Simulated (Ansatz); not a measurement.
The same ligand exchange along the group B, Ga, In.

Program: Ansatz. Geometries: PBE0-D4/def2-TZVP. ΔE: electronic, gas phase. CCSD(T)/CBS is the MP2 limit (def2-TZVPP, def2-QZVPP) plus CCSD(T) − MP2 in def2-TZVPP, frozen cores. This one scheme is used for every species. DFT in def2-TZVPP. def2 core potentials past Kr. For Ga, In outer-core shells are correlated without core-valence functions, which leaves a few kJ/mol of doubt a bond. Scalar relativity is left out up to krypton.

| reaction | CCSD(T)/CBS(def2) (kcal/mol) |
| --- | --- |
| `BC=O` + NH₃ → `BN` + `C=O` | -36.0 |
| `O=[CH][GaH2]` + NH₃ → `[NH2][GaH2]` + `C=O` | ? |
| `O=[CH][InH2]` + NH₃ → `[NH2][InH2]` + `C=O` | -12.5 |

Question: Fill in the missing values. (Best estimate.)

Answer: The calculation gave: `O=[CH][GaH2]` + NH₃ → `[NH2][GaH2]` + `C=O`: -19.2 kcal/mol.

Largest T1 diagnostic: 0.021, for `BC=O`.
